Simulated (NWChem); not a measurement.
Molecule: CH₃BeBrS; SMILES C[S][Be][Br]

```xyz
7

Be     0.3013     0.2253     0.0000
Br    -0.0238    -1.7107     0.0000
S      0.6376     2.0911     0.0000
C     -1.0632     2.7792     0.0000
H     -1.6192     2.4844    -0.8995
H     -0.9539     3.8717     0.0000
H     -1.6192     2.4844     0.8995
```
Atoms are numbered in this order, from 1.

Geometry: optimised at PBE0/def2-SVP.

Symmetry labels are those of Cs in the frame above (b1 and b2, or b-type labels, depend on it).

Question: List the 4 lowest vertical singlet excitations from CAM-B3LYP/def2-SVPD, TDA (NWChem).

Answer: 
| state | energy (eV) | oscillator strength | symmetry | leading excitation (squared amplitude) |
|---|---|---|---|---|
| S1 | 4.74 | 0.000 | a" | HOMO → LUMO (0.95) |
| S2 | 5.92 | 0.024 | a" | HOMO → LUMO+1 (0.85) |
| S3 | 6.09 | 0.062 | a' | HOMO → LUMO+2 (0.56) |
| S4 | 6.60 | 0.122 | a' | HOMO−1 → LUMO (0.50) |
